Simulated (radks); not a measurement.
All-electron atom: Nd3+ in [Xe] 4f3 (the NIST ground configuration). All-electron calculation, scalar-relativistic Kohn-Sham, r2SCAN, spin-unpolarised, spherical densities, finite nucleus; meta-GGA in the generalised Kohn-Sham scheme; Fermi nuclear charge, rms radius 4.9123 fm. Program: a radial shooting solver on a logarithmic mesh with Libxc functionals.

Normalised radial functions P(r) = r R(r), r in bohr:

| r | 3d | 5s |
|---|---|---|
| 0.001109 | 0.0000 | 0.0407 |
| 0.001456 | 0.0000 | 0.0509 |
| 0.001926 | 0.0001 | 0.0634 |
| 0.002549 | 0.0002 | 0.0782 |
| 0.003345 | 0.0004 | 0.0946 |
| 0.004426 | 0.0008 | 0.1128 |
| 0.005857 | 0.0018 | 0.1308 |
| 0.007749 | 0.0038 | 0.1459 |
| 0.01017 | 0.0080 | 0.1533 |
| 0.01346 | 0.0168 | 0.1471 |
| 0.01781 | 0.0350 | 0.1191 |
| 0.02337 | 0.0699 | 0.0641 |
| 0.03093 | 0.1380 | -0.0228 |
| 0.04092 | 0.2617 | -0.1286 |
| 0.05371 | 0.4631 | -0.2178 |
| 0.07107 | 0.7789 | -0.2423 |
| 0.09403 | 1.2017 | -0.1454 |
| 0.1244 | 1.6635 | 0.0722 |
| 0.1633 | 2.0064 | 0.2954 |
| 0.2161 | 2.0639 | 0.3422 |
| 0.2859 | 1.7231 | 0.0763 |
| 0.3753 | 1.1287 | -0.3400 |
| 0.4965 | 0.5350 | -0.5310 |
| 0.657 | 0.1721 | -0.1938 |
| 0.8623 | 0.0357 | 0.4473 |
| 1.141 | 0.0038 | 0.9303 |
| 1.51 | 0.0002 | 0.9309 |
| 1.997 | 0.0000 | 0.5861 |
| 2.622 | 0.0000 | 0.2426 |
| 3.469 | 0.0000 | 0.0573 |
| 4.59 | 0.0000 | 0.0070 |

3d: eigenvalue -1000.2 eV, 0 radial nodes, <r> = 0.242 bohr, 90 % of the charge inside 0.377 bohr. 5s: eigenvalue -68.571 eV, 4 radial nodes at r = 0.0290, 0.115, 0.301, 0.717 bohr, <r> = 1.44 bohr, 90 % of the charge inside 2.07 bohr.
